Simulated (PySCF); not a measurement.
F₄H₄O₂Si, neutral, multiplicity 1. Atoms are numbered in the order given.

```xyz
11

Si     0.0000     0.0000    -0.2347
F     -0.0586     1.6240     0.0848
F      0.0586    -1.6240     0.0848
F     -1.2691    -0.0506    -1.2615
F      1.2691     0.0506    -1.2615
O     -1.3510    -0.0345     1.2542
H     -2.0132    -0.6899     0.9917
H     -1.7750     0.8354     1.2082
O      1.3510     0.0345     1.2542
H      2.0132     0.6899     0.9917
H      1.7750    -0.8354     1.2082
```
Charge 0, spin multiplicity 1.

Geometry: PBE0-D3(BJ)/def2-SVP. The values are those of a single conformer.

Method: PBE0-D3(BJ)/def2-SVP in PySCF 2.14.0.

Frequencies are harmonic and unscaled.

Computed vibrational spectrum:
| mode | ν (cm⁻¹) | IR (km/mol) | moving atoms (share of kinetic energy) |
|---|---|---|---|
| 1 | 60 | 0.1 | H 88 %, F 10 % |
| 2 | 149 | 94.2 | H 74 %, F 17 % |
| 3 | 189 | 23.5 | O 56 %, F 31 %, H 13 % |
| 4 | 220 | 14.5 | F 51 %, H 27 %, O 19 % |
| 5 | 240 | 0.4 | O 48 %, F 37 %, H 16 % |
| 6 | 284 | 22.2 | F 71 %, O 14 %, H 12 % |
| 7 | 319 | 36.8 | O 63 %, F 19 %, Si 11 % |
| 8 | 329 | 20.1 | O 35 %, F 29 %, H 28 % |
| 9 | 337 | 19.8 | O 56 %, F 21 %, Si 13 %, H 9 % |
| 10 | 341 | 1.4 | F 83 %, O 9 %, H 8 % |
| 11 | 399 | 36.5 | F 82 %, Si 11 % |
| 12 | 407 | 119.2 | F 63 %, H 17 %, Si 12 % |
| 13 | 434 | 33.0 | F 66 %, Si 18 %, O 15 % |
| 14 | 645 | 51.7 | H 60 %, F 20 %, O 20 % |
| 15 | 667 | 351.7 | H 62 %, F 25 %, O 13 % |
| 16 | 680 | 179.4 | F 72 %, H 15 %, O 10 % |
| 17 | 753 | 15.3 | H 82 %, O 11 % |
| 18 | 770 | 9.3 | H 62 %, F 24 %, O 11 % |
| 19 | 855 | 311.7 | F 55 %, Si 42 % |
| 20 | 933 | 231.4 | Si 53 %, F 41 % |
| 21 | 987 | 308.2 | Si 55 %, F 27 %, H 17 % |
| 22 | 1581 | 214.7 | H 92 % |
| 23 | 1590 | 0.6 | H 93 % |
| 24 | 3800 | 162.8 | H 96 % |
| 25 | 3803 | 1.0 | H 96 % |
| 26 | 3900 | 6.3 | H 93 % |
| 27 | 3901 | 353.0 | H 93 % |
